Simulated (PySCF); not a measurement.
These 3 structures share the formula C9H10F2. The calculation used PySCF, PBE0-D3(BJ)/def2-SVP geometry optimisation, gas phase. One conformer each; no zero-point energy, no entropy. No frequencies were run at this level. Point groups hold within 0.08 Å.

Task: Rank from lowest to highest electronic energy at this level (kcal/mol).
A. `C#C[C@@H]1C[C@H]2C[C@H]([C@@H]2F)[C@@H]1F`
B. `[CH3:1][C@@H:2]1[CH2:3][C@@:4]12[C:5]([F:6])=[CH:7][CH:8]=[C:9]2[CH2:10][F:11]` with C8–C9–C10–F11 -135°
C. `[CH3:1][C:2]([F:3])([F:4])[CH2:5][c:6]1[cH:7][cH:8][cH:9][cH:10][cH:11]1` with C1–C2–C5–C6 -56°, C2–C5–C6–C7 106° (PhCH2CF2CH3)

Result: C (0.0), B (52.0), A (77.1).

As drawn, the lowest has an aromatic ring and two fluorines on one carbon, which the highest lacks; the highest has a four-membered ring and a C≡C bond, which the lowest lacks.

| SMILES | E (Eh) | E rel (kcal/mol) | dipole (D) | point group | A, B, C (MHz) |
| --- | --- | --- | --- | --- | --- |
| CC(F)(F)Cc1ccccc1 | -547.69639 | 0.0 | 2.04 | C1 | 2515, 651.4, 595.4 |
| C[C@@H]1C[C@@]12C(F)=CC=C2CF | -547.61350 | 52.0 | 1.24 | C1 | 1577, 1011, 719.5 |
| C#C[C@@H]1C[C@H]2C[C@H]([C@@H]2F)[C@@H]1F | -547.57351 | 77.1 | 2.19 | C1 | 2262, 809.7, 723.1 |
